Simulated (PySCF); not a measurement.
Which functional comes closest?

Molecule: `InChI=1S/C3H12BP/c1-5(2,3)4/h1-4H3`.

Molfile (atoms numbered from 1):
```
C3H12BP
     RDKit          3D

 17 16  0  0  0  0  0  0  0  0999 V2000
   -0.3358    1.6486   -0.7782 B   0  0  0  0  0  0  0  0  0  0  0  0
    0.1791    0.0151    0.0551 P   0  0  0  0  0  0  0  0  0  0  0  0
    0.4044   -1.3746   -1.1008 C   0  0  0  0  0  0  0  0  0  0  0  0
   -1.0257   -0.5962    1.2758 C   0  0  0  0  0  0  0  0  0  0  0  0
    1.7508    0.1101    0.9708 C   0  0  0  0  0  0  0  0  0  0  0  0
   -1.4061    1.3999   -1.3215 H   0  0  0  0  0  0  0  0  0  0  0  0
   -0.4313    2.4509    0.1438 H   0  0  0  0  0  0  0  0  0  0  0  0
    0.5656    1.9110   -1.5650 H   0  0  0  0  0  0  0  0  0  0  0  0
    0.7098   -2.2961   -0.5834 H   0  0  0  0  0  0  0  0  0  0  0  0
   -0.5411   -1.5474   -1.6341 H   0  0  0  0  0  0  0  0  0  0  0  0
    1.1676   -1.0982   -1.8425 H   0  0  0  0  0  0  0  0  0  0  0  0
   -1.9958   -0.7330    0.7762 H   0  0  0  0  0  0  0  0  0  0  0  0
   -1.1522    0.1654    2.0590 H   0  0  0  0  0  0  0  0  0  0  0  0
   -0.7085   -1.5451    1.7320 H   0  0  0  0  0  0  0  0  0  0  0  0
    1.6597    0.8816    1.7490 H   0  0  0  0  0  0  0  0  0  0  0  0
    2.5463    0.4187    0.2772 H   0  0  0  0  0  0  0  0  0  0  0  0
    2.0178   -0.8511    1.4336 H   0  0  0  0  0  0  0  0  0  0  0  0
  1  2  1  0
  2  3  1  0
  2  4  1  0
  2  5  1  0
  1  6  1  0
  1  7  1  0
  1  8  1  0
  3  9  1  0
  3 10  1  0
  3 11  1  0
  4 12  1  0
  4 13  1  0
  4 14  1  0
  5 15  1  0
  5 16  1  0
  5 17  1  0
M  CHG  2   1  -1   2   1
M  END
```

Geometry PBE0-D3(BJ)/def2-SVP throughout; GIAO in PySCF, gas phase, one conformer, non-relativistic; equivalent atoms averaged; basis pcSseg-1.

Reference values (measured; O. Kühl, Phosphorus-31 NMR Spectroscopy, Springer 2008, chapter 6 (publisher's sample)): δ(P2) = -1.8 ppm vs 85 % H3PO4. Computed shifts are taken against H3PO4, calculated as an isolated molecule at each level.

Question: How do the functionals HF, LDA, PBE, BLYP, BP86, OPBE, KT2, KT3, B97-D, B3LYP, PBE0, mPW1PW91 perform against the reference? Times are CPU seconds on 1 thread of an Arm Neoverse V1, shared host; the GGAs took longer than the global hybrids here, which isn't the general rule, and the cause wasn't traced.

Answer: 
```
functional           kind     P2  abs. error P  core-s
        HF   Hartree–Fock  -20.3          18.5     7.1
       LDA            LDA  -23.2          21.4      18
       PBE            GGA  -18.1          16.3      21
      BLYP            GGA   -6.4           4.6      21
      BP86            GGA  -16.1          14.3      22
      OPBE            GGA  -22.6          20.8      23
       KT2            GGA  -22.7          20.9      21
       KT3            GGA  -15.2          13.4      22
     B97-D            GGA   -9.0           7.2      22
     B3LYP  global hybrid  -12.3          10.5      14
      PBE0  global hybrid  -24.3          22.5      14
  mPW1PW91  global hybrid  -23.1          21.3      14
```

For 31P the closest is BLYP (4.6 ppm) and the furthest PBE0 (22.5 ppm). One molecule is a small sample, and vibrational and solvent effects are absent from the calculation.
